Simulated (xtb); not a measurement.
Be(Cl)(SeH) (BeClHSe), SMILES [Cl][Be][SeH]. All values are semi-empirical tight-binding results from xtb (GFN2-xTB unless named), good for trends rather than for accurate numbers. Geometry optimised at GFN2-xTB. The values are those of a single conformer.

Optimised geometry:

```xyz
4

Be     0.5280    -0.4097    -0.3109
Cl     1.8651    -1.2198    -1.0949
Se    -0.9452     0.6647     0.5436
H     -1.6831    -0.2266     1.3744
```

For metal compounds this method's bond lengths and energies can be far off.

```
Quantity                                        Value
-------------------------------------  --------------
point group as xtb finds it                        Cs
orbital gap                                   4.45 eV
zero-point energy                        6.0 kcal/mol
G − E(el) at 298.15 K (modified RRHO)  -11.7 kcal/mol
```

Computed atomic charges and the Wiberg bond orders between heavy atoms:
charges (e) Be1 0.62, Cl2 -0.35, Se3 -0.49, H4 0.21. Bond orders Be1–Cl2 1.13, Be1–Se3 1.03.
